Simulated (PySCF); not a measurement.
# Computed records: F₂H₂NSi, FH₃NOSi, BH₃NOSi, BFH₄NSi and others

All values are calculated (PySCF 2.14.0). Calculation on a computer-drawn molecule: the log of a Hartree-Fock and frozen-core CCSD(T) single point meant for a local Hartree-Fock minimum, with one planted fault or none, to be diagnosed. Offsets are logged minus clean, where the clean run is the same molecule without the fault. The reference is restricted for singlets and unrestricted otherwise, and also for a bond in bohr or an excited solution. Adding or removing an electron swaps singlet and doublet. The excited solution moves the top pair (singlet) or top alpha electron (doublet) to the lowest empty orbital. Highest occupied and lowest empty are orbital energies over both spins, largest force is the largest gradient component, triples share is (T) over the correlation energy, the T1 limit is 0.02 restricted and 0.045 unrestricted, electrons count all cores, a negative frequency is imaginary (commonest isotopes), and the dipole is about the centre of nuclear charge.

Common to all runs: meant multiplicity 1; logged SCF converged yes; logged CC converged yes; logged SCF stable within its kind yes; possible faults no fault, one electron removed, one electron added, multiplicity raised by two, geometry at a saddle point, SCF held on an excited solution, minimal basis STO-3G, one bond length entered in bohr, all coordinates scaled.

(1) F₂H₂NSi

Logged structure:
```xyz
6
F2H2NSi
N      1.0847    -0.3897     0.0024
Si     1.3300    -1.9893     0.2735
F      2.3780    -2.1892    -0.8281
F      2.3745    -1.9191     1.4107
H      0.4074    -0.0253     0.5010
H      1.8288     0.1456     0.0819
```

| Property | Result |
| --- | --- |
| meant charge | -1 |
| meant basis | aug-cc-pV(D+d)Z |
| logged electrons | 42 |
| logged basis functions | 119 |
| logged spin squared | 0 |
| logged highest occupied | -1.8459 eV |
| logged lowest empty | 4.1197 eV |
| logged largest force | 0.10145 hartree/bohr |
| logged T1 diagnostic | 0.015294 |
| logged D1 diagnostic | 0.042172 |
| logged triples share | 0.025675 |
| logged dipole magnitude | 4.1254 debye |
| logged energy HF | -543.56175 hartree |
| logged energy CCSD(T) | -544.29052 hartree |
| planted fault | all coordinates scaled, by -8.6 % |
| HF energy offset from clean run | 32.72 kcal/mol |
| CCSD(T) energy offset from clean run | 43.66 kcal/mol |

Drawn bonds:
```
atom  other atom  order
   1           2      1
   2           3      1
   2           4      1
   1           5      1
   1           6      1
```

(2) F₂H₂NSi

Logged structure:
```xyz
6
F2H2NSi
N      1.1868    -0.4264     0.0026
Si     1.4551    -2.1764     0.2992
F      2.6018    -2.3952    -0.9060
F      2.5979    -2.0997     1.5435
H      0.4457    -0.0277     0.5482
H      2.0009     0.1593     0.0896
```

| Quantity | Value |
| --- | --- |
| meant charge | -1 |
| meant basis | aug-cc-pV(D+d)Z |
| logged electrons | 41 |
| logged basis functions | 119 |
| logged spin squared | 0.7536 |
| logged highest occupied | -11.799 eV |
| logged lowest empty | -0.76307 eV |
| logged largest force | 0.10489 hartree/bohr |
| logged T1 diagnostic | 0.017613 |
| logged D1 diagnostic | 0.069751 |
| logged triples share | 0.027467 |
| logged dipole magnitude | 3.3246 debye |
| logged energy HF | -543.55654 hartree |
| logged energy CCSD(T) | -544.26959 hartree |
| planted fault | one electron removed |
| HF energy offset from clean run | 35.99 kcal/mol |
| CCSD(T) energy offset from clean run | 56.79 kcal/mol |

Drawn bonds:
```
atom  other atom  order
   1           2      1
   2           3      1
   2           4      1
   1           5      1
   1           6      1
```

(3) F₂H₂NSi

Structure as in entry 2.

| Item | Value |
| --- | --- |
| meant charge | -1 |
| meant basis | aug-cc-pV(D+d)Z |
| logged electrons | 42 |
| logged basis functions | 26 |
| logged spin squared | 0 |
| logged highest occupied | 2.6078 eV |
| logged lowest empty | 21.611 eV |
| logged largest force | 0.032381 hartree/bohr |
| logged T1 diagnostic | 0.0091369 |
| logged D1 diagnostic | 0.030001 |
| logged triples share | 0.026451 |
| logged dipole magnitude | 1.0667 debye |
| logged energy HF | -536.4537 hartree |
| logged energy CCSD(T) | -536.57072 hartree |
| planted fault | minimal basis STO-3G |
| HF energy offset from clean run | 4493 kcal/mol |
| CCSD(T) energy offset from clean run | 4888 kcal/mol |

Drawn bonds:
```
atom  other atom  order
   1           2      1
   2           3      1
   2           4      1
   1           5      1
   1           6      1
```

Notes: highest electron not bound in this basis.

(4) F₂H₂NSi

Structure as in entry 2.

| Item | Value |
| --- | --- |
| meant charge | -1 |
| meant basis | aug-cc-pV(D+d)Z |
| logged electrons | 42 |
| logged basis functions | 119 |
| logged spin squared | 0 |
| logged highest occupied | -2.7152 eV |
| logged lowest empty | 4.101 eV |
| logged largest force | 3.503e-05 hartree/bohr |
| logged lowest frequency | 178.46 cm⁻¹ |
| logged T1 diagnostic | 0.016219 |
| logged D1 diagnostic | 0.039093 |
| logged triples share | 0.027772 |
| logged dipole magnitude | 2.8587 debye |
| logged energy HF | -543.61389 hartree |
| logged energy CCSD(T) | -544.3601 hartree |
| planted fault | no fault |
| HF energy offset from clean run | 0 kcal/mol |
| CCSD(T) energy offset from clean run | 0 kcal/mol |

Drawn bonds:
```
atom  other atom  order
   1           2      1
   2           3      1
   2           4      1
   1           5      1
   1           6      1
```

(5) FH₃NOSi

Logged structure:
```xyz
7
FH3NOSi
N     -1.4534    -0.1226     0.0000
Si     0.3142    -0.5512     0.0000
O      2.0950    -0.6221     0.0000
F      0.5407     1.1460     0.0000
H     -1.8817     0.7883     0.0000
H     -2.1194    -0.8696     0.0000
H      2.5047     0.2313     0.0000
```

| Property | Result |
| --- | --- |
| meant charge | -1 |
| meant basis | aug-cc-pV(D+d)Z |
| logged electrons | 42 |
| logged basis functions | 128 |
| logged spin squared | 0 |
| logged highest occupied | -1.8385 eV |
| logged lowest empty | 4.1036 eV |
| logged largest force | 3.953e-05 hartree/bohr |
| logged lowest frequency | -294.75 cm⁻¹ |
| logged T1 diagnostic | 0.018448 |
| logged D1 diagnostic | 0.054245 |
| logged triples share | 0.03348 |
| logged dipole magnitude | 3.3861 debye |
| logged energy HF | -519.52092 hartree |
| logged energy CCSD(T) | -520.29091 hartree |
| planted fault | geometry at a saddle point |
| HF energy offset from clean run | 43.16 kcal/mol |
| CCSD(T) energy offset from clean run | 31.95 kcal/mol |

Drawn bonds:
```
atom  other atom  order
   1           2      1
   2           3      1
   2           4      1
   1           5      1
   1           6      1
   3           7      1
```

(6) BH₃NOSi

Logged structure:
```xyz
7
BH3NOSi
N     -0.5758     2.0576     1.3531
Si    -0.3971     0.4546     1.5670
B      0.4748    -0.5907     0.1124
O      0.9899    -1.1936    -0.7519
H     -0.2751     2.5617     0.5328
H     -1.0052     2.6640     2.0357
H     -0.8795    -0.1422     2.8045
```

| Item | Value |
| --- | --- |
| meant charge | 1 |
| meant basis | cc-pV(D+d)Z |
| logged electrons | 35 |
| logged basis functions | 80 |
| logged spin squared | 0.7686 |
| logged highest occupied | -23.145 eV |
| logged lowest empty | -15.309 eV |
| logged largest force | 0.14618 hartree/bohr |
| logged T1 diagnostic | 0.042081 |
| logged D1 diagnostic | 0.22626 |
| logged triples share | 0.035324 |
| logged dipole magnitude | 12.071 debye |
| logged energy HF | -443.86201 hartree |
| logged energy CCSD(T) | -444.37434 hartree |
| planted fault | one electron removed |
| HF energy offset from clean run | 386.1 kcal/mol |
| CCSD(T) energy offset from clean run | 412.4 kcal/mol |

Drawn bonds:
```
atom  other atom  order
   1           2      1
   2           3      1
   3           4      2
   1           5      1
   1           6      1
   2           7      1
```

(7) BFH₄NSi

Logged structure:
```xyz
8
BFH4NSi
N     -3.1178    -1.1163    -0.8274
Si    -1.5603     1.5543    -0.9574
B     -0.6024     2.2755     0.7440
F      0.0120     3.4096     0.5833
H     -3.6034    -1.5218    -1.6116
H     -3.2005    -1.6837     0.0004
H     -1.5838     2.1954    -2.2719
H     -0.6292     1.6792     1.7703
```

| Property | Result |
| --- | --- |
| meant charge | 1 |
| meant basis | cc-pV(D+d)Z |
| logged electrons | 38 |
| logged basis functions | 85 |
| logged spin squared | 1.0133 |
| logged highest occupied | -14.727 eV |
| logged lowest empty | -6.4683 eV |
| logged largest force | 0.021738 hartree/bohr |
| logged T1 diagnostic | 0.018761 |
| logged D1 diagnostic | 0.070232 |
| logged triples share | 0.021459 |
| logged dipole magnitude | 3.0661 debye |
| logged energy HF | -469.49354 hartree |
| logged energy CCSD(T) | -470.02016 hartree |
| planted fault | one bond length entered in bohr, row 1 of the drawn bonds |
| HF energy offset from clean run | 95.59 kcal/mol |
| CCSD(T) energy offset from clean run | 120.1 kcal/mol |

Drawn bonds:
```
atom  other atom  order
   1           2      1
   2           3      1
   3           4      1
   1           5      1
   1           6      1
   2           7      1
   3           8      1
```

(8) BFH₄NSi

Logged structure:
```xyz
8
BFH4NSi
N     -3.1958    -1.1442    -0.8481
Si    -2.3509     0.3043    -0.9186
B     -1.3691     1.0436     0.8253
F     -0.7394     2.2060     0.6607
H     -3.6935    -1.5599    -1.6519
H     -3.2805    -1.7257     0.0004
H     -2.3750     0.9614    -2.2660
H     -1.3966     0.4323     1.8773
```

| Item | Value |
| --- | --- |
| meant charge | 1 |
| meant basis | cc-pV(D+d)Z |
| logged electrons | 38 |
| logged basis functions | 85 |
| logged spin squared | 0 |
| logged highest occupied | -17.427 eV |
| logged lowest empty | -5.181 eV |
| logged largest force | 0.027763 hartree/bohr |
| logged T1 diagnostic | 0.02005 |
| logged D1 diagnostic | 0.071818 |
| logged triples share | 0.026001 |
| logged dipole magnitude | 4.2645 debye |
| logged energy HF | -469.64094 hartree |
| logged energy CCSD(T) | -470.21151 hartree |
| planted fault | all coordinates scaled, by +2.5 % |
| HF energy offset from clean run | 3.1 kcal/mol |
| CCSD(T) energy offset from clean run | 0.04288 kcal/mol |

Drawn bonds:
```
atom  other atom  order
   1           2      1
   2           3      1
   3           4      1
   1           5      1
   1           6      1
   2           7      1
   3           8      1
```

Notes: T1 above single-reference limit.

(9) H₅N₂Si₂

Logged structure:
```xyz
9
H5N2Si2
N     -2.5394     1.4401     1.5969
Si    -0.9158     1.5177     1.3629
N     -0.1590     0.8293     0.1355
Si     0.6769     0.1796    -1.0433
H     -3.1808     0.9579     0.9932
H     -2.9951     1.8821     2.3756
H     -0.2075     2.2776     2.3814
H      1.2198    -1.1734    -0.9447
H      0.9362     0.8998    -2.2880
```

| Quantity | Value |
| --- | --- |
| meant charge | 1 |
| meant basis | cc-pV(D+d)Z |
| logged electrons | 45 |
| logged basis functions | 99 |
| logged spin squared | 0.7928 |
| logged highest occupied | -21.431 eV |
| logged lowest empty | -12.125 eV |
| logged largest force | 0.091374 hartree/bohr |
| logged T1 diagnostic | 0.045235 |
| logged D1 diagnostic | 0.27235 |
| logged triples share | 0.030883 |
| logged dipole magnitude | 2.1635 debye |
| logged energy HF | -688.9933 hartree |
| logged energy CCSD(T) | -689.51233 hartree |
| planted fault | one electron removed |
| HF energy offset from clean run | 319.5 kcal/mol |
| CCSD(T) energy offset from clean run | 340.9 kcal/mol |

Drawn bonds:
```
atom  other atom  order
   1           2      1
   2           3      1
   3           4      2
   1           5      1
   1           6      1
   2           7      1
   4           8      1
   4           9      1
```

Notes: T1 above single-reference limit.

(10) H₅N₂Si₂

Structure as in entry 9.

| Item | Value |
| --- | --- |
| meant charge | 1 |
| meant basis | cc-pV(D+d)Z |
| logged electrons | 46 |
| logged basis functions | 99 |
| logged spin squared | 2.0297 |
| logged highest occupied | -11.186 eV |
| logged lowest empty | -6.0764 eV |
| logged largest force | 0.13248 hartree/bohr |
| logged T1 diagnostic | 0.016798 |
| logged D1 diagnostic | 0.053865 |
| logged triples share | 0.025752 |
| logged dipole magnitude | 5.3067 debye |
| logged energy HF | -689.35925 hartree |
| logged energy CCSD(T) | -689.87818 hartree |
| planted fault | multiplicity raised by two |
| HF energy offset from clean run | 89.89 kcal/mol |
| CCSD(T) energy offset from clean run | 111.3 kcal/mol |

Drawn bonds:
```
atom  other atom  order
   1           2      1
   2           3      1
   3           4      2
   1           5      1
   1           6      1
   2           7      1
   4           8      1
   4           9      1
```
